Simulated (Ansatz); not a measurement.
# Worked example: SiH(OH)2(SiH3) + MgNH2 → Si(OH)2(SiH3) + MgH(NH2)

Species: SiH(OH)2(SiH3), singlet; MgNH2 `[NH2][Mg]`, doublet; Si(OH)2(SiH3), doublet; MgH(NH2), singlet. A radical takes H: the energy is the difference in strength between the Si–H bond broken and the Mg–H bond made.

Shapes, held fixed at every level: PBE0-D4/def2-TZVP. Flexible molecules stand in one conformer, not always the lowest. Programs: Ansatz 0.2.0. The zero-point and thermal change to 298 K, harmonic and unscaled (PBE0-D4/def2-TZVP), is -8.2 kJ/mol.

At CCSD(T)/def2-TZVPP; 1 Eh = 2625.50 kJ/mol:

| species | energy (Eh) |
| --- | --- |
| SiH(OH)2(SiH3) | -732.073332 |
| MgNH2 | -255.675379 |
| Si(OH)2(SiH3) | -731.421117 |
| MgH(NH2) | -256.289813 |

Task: Work out ΔH(298 K) of the reaction at this level.

Result: 
1. Products less reactants: (-731.421117) + (-256.289813) − [(-732.073332) + (-255.675379)] = 0.037781 Eh = +99.2 kJ/mol.
2. With the thermal change: +99.2 + (-8.2) = +91.0 kJ/mol.

Other levels give +77.4 (PBE-D4/def2-TZVPP) to +101.5 kJ/mol (MP2/def2-TZVPP). No measured value is set beside it here. Open shells run unrestricted. Outer-core shells of Mg are correlated, in sets that cover them unevenly.
